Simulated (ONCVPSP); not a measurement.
# Which change was made? (Pb, ONCV)

Pb (Z = 82), optimised norm-conserving Vanderbilt (ONCV), made with ONCVPSP 4.0.1 (PBEsol, scalar-relativistic). Core [Xe] 4f14, reference 5d10 6s2 6p1.5 (charge +0.5). Waves: 6s: rc 1.60 bohr, ncon 3, nbas 7, qcut 3.8 1/bohr, 2 projectors, debl 2.1 Ha; 6p: rc 2.00 bohr, ncon 4, nbas 8, qcut 3.6 1/bohr, 2 projectors, debl 2 Ha; 5d: rc 1.75 bohr, ncon 4, nbas 8, qcut 8.9 1/bohr, 2 projectors, debl 2 Ha. Local part: polynomial inside 1.40 bohr (lpopt 5, dvloc0 0 Ha). Core correction: Teter function, fcfact 3, rcfact 1.05.

Cutoffs, loose and tight: the cutoffs (Ha) at which the residual kinetic energy of the hardest occupied pseudo-wave falls to 1 and 0.1 mHa per electron. They do not see the model core or the augmentation charge, which bear on the density cutoff. Test errors are all-electron minus pseudo excitation energies from the reference, over the configurations 5d10 6s2 6p2; 5d10 6s2 6p1; 5d10 6s2 6p0; 5d10 6s0 6p0; variants that change the core or the reference have their own tests. The largest error is taken over the tests solved by every variant that gives reliable tests at all, those not shown here included: 5d10 6s2 6p0; 5d10 6s2 6p1; 5d10 6s2 6p2.

The base gives: outcome: generated; cutoff, loose: 39 Ha; cutoff, tight: 64 Ha; bound ghosts: s; GHOST(+) flags above zero: s, p; largest test error (meV): -13.

(1) After one change the result is: outcome: generated, projector energies reset by the program; cutoff, loose: 22 Ha; cutoff, tight: 28 Ha; bound ghosts: s; GHOST(+) flags above zero: none; largest test error (meV): -20. Which change was it?
A. core [Kr] 4d10 4f14 5s2, valence charge 20; reference 5p6 5d10 6s2; waves now 6s: rc 2.10 bohr, ncon 3, nbas 6, qcut 3.4 1/bohr, 2 projectors, debl 2.9 Ha; 5p: rc 1.50 bohr, ncon 3, nbas 6, qcut 8.6 1/bohr, 2 projectors, debl 1.7 Ha; 5d: rc 1.80 bohr, ncon 3, nbas 7, qcut 7.5 1/bohr, 3 projectors, debl 1.6 Ha; local potential polynomial inside 1.45 bohr (lpopt 5, dvloc0 0 Ha)
B. s: rc 1.92
C. p: qcut 5.4

## Answers

(1) A. The others give: p: qcut 5.4 → outcome: generated; cutoff, loose: 39 Ha; cutoff, tight: 64 Ha; bound ghosts: s, p; GHOST(+) flags above zero: s, p; largest test error (meV): -11 | s: rc 1.92 → outcome: failed: ERROR pspot: first pseudo wave function has node, program will stop.
